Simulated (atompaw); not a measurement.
## Reading a pseudo-wave (Ta (Z = 73))

Columns: radius, all-electron u(r) and pseudo u(r) of the 6p shell (level -1.59 eV) of tantalum in the configuration [Xe] 4f14 5d3 6s1.75 6p0.25; PBE, scalar-relativistic, PAW (atompaw) scheme, atompaw 4.2.0.5.

```csv
r (bohr),all-electron,pseudo
0.115,-0.0588,0.0006
0.231,-0.0026,0.0024
0.346,0.1098,0.0055
0.462,0.0879,0.0100
0.577,-0.0039,0.0159
0.692,-0.0973,0.0233
0.808,-0.1635,0.0325
0.923,-0.1953,0.0434
1.038,-0.1976,0.0562
1.154,-0.1770,0.0711
1.269,-0.1409,0.0878
1.385,-0.0945,0.1066
1.500,-0.0433,0.1272
1.615,0.0099,0.1494
1.731,0.0633,0.1735
1.846,0.1144,0.1985
1.962,0.1631,0.2248
2.077,0.2080,0.2515
2.192,0.2493,0.2784
2.308,0.2872,0.3054
2.423,0.3209,0.3314
2.538,0.3511,0.3564
2.654,0.3779,0.3801
2.769,0.4011,0.4017
2.885,0.4212,0.4213
3.000,0.4382,0.4382
```

**Question.** How many radial nodes do the two functions have?

**Answer.** The all-electron 6p function has n − l − 1 = 4 (the table is too coarse to show those close to the nucleus); the pseudo-wave has 0, since the states of the same l below it are removed with the core.

**Question.** Is the pseudo-wave norm-conserving?

**Answer.** No, it belongs to a PAW set: the norm inside the radius is not constrained, and the difference is carried by the augmentation charge.
